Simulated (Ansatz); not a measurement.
Ansatz results at the PBE0-D4/def2-TZVP geometry: HOMO energy (ωB97M-V/def2-TZVPP) -10.20 eV; HOMO energy (PBE/def2-TZVPP) -6.58 eV; size of the dipole moment (ωB97M-V/def2-TZVPP) 2.58 D.

(1) Which molecule gave them?
A. `C#CCCF`
B. `O[CH]1[AlH][Al]1[OH]`
C. `N[SiH2]I`
D. `CC1=CC1F`

Answers

(1) D. The others give `N[SiH2]I`: -9.56, -6.25, 2.15; `O[CH]1[AlH][Al]1[OH]`: -7.86, -5.02, 1.82; `C#CCCF`: -10.18, -6.65, 1.90.
